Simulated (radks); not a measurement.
All-electron atom: the mercury ion Hg50+ in [Ar] 3d10 4s2. Calculated with a radial shooting solver on a logarithmic mesh with Libxc functionals: Dirac Kohn-Sham, PBE, spin-unpolarised, spherical densities, point nucleus.

Normalised radial functions P(r) = r R(r) (large component), r in bohr:

```
   r/bohr * 3s1/2, o 3p1/2 (the largest magnitude, 2.65, reaches the edge; | marks zero, & curves that meet)
 0.001611                             |o   *
 0.002048                             |o    *
 0.002603                             |o     *
 0.003283                             | o     *
 0.004173                             | o      *
 0.005305                             |  o      *
  0.00669                             |   o     *
 0.008505                             |     o   *
  0.01073                             |      o *
  0.01363                             |     *  o
  0.01733                             |  *        o
  0.02186                           * |             o
  0.02779                     *       |               o
  0.03533                *            |               o
  0.04455             *               |             o
  0.05664               *             |       o
  0.07142                      *     o|
   0.0908                 o           |    *
   0.1154       o                     |                 *
   0.1456  o                          |                         *
   0.1851    o                        |                         *
   0.2334           o                 |                   *
   0.2967                    o        |         *
   0.3771                          o  |   *
   0.4756                            o|*
   0.6046                             &
   0.7686                             &
   0.9694                             &
```

3s1/2: eigenvalue -6037.0 eV, 2 radial nodes at r = 0.0197, 0.0833 bohr, <r> = 0.177 bohr, 90 % of the charge inside 0.259 bohr. 3p1/2: eigenvalue -5780.4 eV, 1 radial node at r = 0.0704 bohr, <r> = 0.167 bohr, 90 % of the charge inside 0.251 bohr.
